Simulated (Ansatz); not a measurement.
Ansatz (a first-principles code) input (RPA@PBE/def2-TZVPP):

Ansatz 0.2 input:
```yaml
crystal:
  periodic: [false, false, false]
  atoms:
    - {symbol: Pr, position_ang: [0.07786636, -0.07457454, -0.19443670]}
    - {symbol: Cl, position_ang: [-2.21148822, -1.17548621, -0.07704044]}
    - {symbol: Cl, position_ang: [0.03528394, 2.44103243, -0.56435709]}
    - {symbol: Cl, position_ang: [1.90596221, -1.00672870, 1.31620726]}
basis:
  gaussian:
    orbitals: def2-TZVPP
hamiltonian:
  xc: pbe
magnetization: {spin_polarized: true, initial_magnetization: 2}
correlation: {method: rpa, electrons: outside_noble_gas}
```

Output:

```
Functional definition: PBE
integrals: 0.61 GiB planned
1660 factors; integrals over basis functions are off by at most 8.0e-4 eV
mean field: 1.25 GiB planned
mean field evaluation 1: about -51620.0850 eV, gradient 3.8e1 eV
mean field evaluation 2: about -51620.0837 eV, gradient 3.8e1 eV
mean field evaluation 4: about -50830.2525 eV, gradient 6.1e2 eV
mean field evaluation 8: about -51627.3193 eV, gradient 6.4e0 eV
mean field evaluation 16: about -51627.4762 eV, gradient 1.1e-1 eV
mean field evaluation 32: about -51627.5279 eV, gradient 2.9e-1 eV
mean field evaluation 64: about -51627.4161 eV, gradient 2.3e-1 eV
mean field evaluation 96: about -51627.5536 eV, gradient 6.3e-1 eV
mean field evaluation 128: about -51627.5283 eV, gradient 4.8e-3 eV
mean field evaluation 160: about -51627.5703 eV, gradient 3.4e-3 eV
mean field evaluation 192: about -51627.5758 eV, gradient 1.6e-4 eV
mean field evaluation 224: about -51627.5717 eV, gradient 2.2e-2 eV
mean field evaluation 256: about -51627.5731 eV, gradient 2.2e-8 eV
mean field evaluation 288: about -51627.5285 eV, gradient 2.2e-1 eV
mean field evaluation 320: about -51626.6914 eV, gradient 1.4e1 eV
mean field evaluation 352: about -51627.5750 eV, gradient 3.0e-2 eV
mean field evaluation 384: about -51627.5583 eV, gradient 1.2e-1 eV
mean field evaluation 416: about -51627.0663 eV, gradient 3.4e0 eV
mean field -51627.57579783 eV, -1897.2784161424 hartree, gradient 2.1e-6 eV, S^2 2.011627; 12 other end points of the search recorded, 0 dependent functions left out
28 core orbitals not correlated
reference -51540.90267572 eV, -1894.0932376540 hartree; 14, 12 occupied and 186, 188 virtual orbitals, 1660 factors
Total energy: -51571.60965946 eV, -1895.2216984927 hartree
```

The spin state was set by rule; other spins were not relaxed.
